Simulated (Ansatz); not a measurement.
```yaml
crystal:
  periodic: [false, false, false]
  atoms:
    - {symbol: O, position_ang: [-1.132633, 0.539295, 0.266084]}
    - {symbol: In, position_ang: [0.704058, -0.612493, -0.373198]}
    - {symbol: F, position_ang: [1.046135, -0.939573, 1.513066]}
    - {symbol: F, position_ang: [0.237760, -2.084071, -1.526999]}
    - {symbol: F, position_ang: [1.372354, 1.041535, -1.146930]}
    - {symbol: H, position_ang: [-1.155224, 0.530430, 1.231668]}
    - {symbol: H, position_ang: [-1.011249, 1.456976, -0.009490]}
basis:
  gaussian: {orbitals: def2-TZVPP}
magnetization: {spin_polarized: true, initial_magnetization: 8}
hamiltonian: {xc: {name: SPW92}}
scf: {lower_state_search: light}
output: {forces: true}
```

```sh
$ ansatz run in.yaml --threads 4 --pin off --events-out ev --progress --plain --max-ram 10444MiB
```

Shortened log:

```
Functional definition: SPW92
1125 factors; their error is unknown
mean field evaluation 1: about -15286.3992 eV, gradient 5.8e1 eV
mean field evaluation 2: about -14978.4392 eV, gradient 1.9e2 eV
mean field evaluation 4: about -15263.1147 eV, gradient 9.6e1 eV
mean field evaluation 8: about -15302.9498 eV, gradient 3.3e0 eV
mean field evaluation 16: about -15303.1474 eV, gradient 4.3e-1 eV
mean field evaluation 32: about -15303.1525 eV, gradient 2.7e-6 eV
mean field -15303.15252838 eV, -562.3804825688 hartree, gradient 2.8e-6 eV, S^2 20.005617; 10 other end points of the search recorded, 0 dependent functions left out
reference -15303.15257028 eV, -562.3804841084 hartree; 33, 25 occupied and 169, 177 virtual orbitals, 1125 factors
Total energy: -15303.15257028 eV, -562.3804841084 hartree
Atom 0 at    -1.132633     0.539295     0.266084 Å, force    -1.856445    -2.581055    -2.100728 eV/Å
Atom 1 at     0.704058    -0.612493    -0.373198 Å, force     0.441749    -0.952611    -0.733967 eV/Å
Atom 2 at     1.046135    -0.939573     1.513066 Å, force     0.830898    -0.699992     4.932302 eV/Å
Atom 3 at     0.237760    -2.084071    -1.526999 Å, force    -1.030313    -4.455689    -3.422455 eV/Å
Atom 4 at     1.372354     1.041535    -1.146930 Å, force     1.708502     4.372224    -1.883146 eV/Å
Atom 5 at    -1.155224     0.530430     1.231668 Å, force    -0.409623    -0.143880     4.693101 eV/Å
Atom 6 at    -1.011249     1.456976    -0.009490 Å, force     0.315232     4.461003    -1.485107 eV/Å
Dipole moment:    -0.238192     0.129890     0.052175 e Å
```

Problem. Something in this input is off. What?

Solution. The spin is set far too high for this molecule. The run converged. The result belongs to that input, not to the molecule as meant.
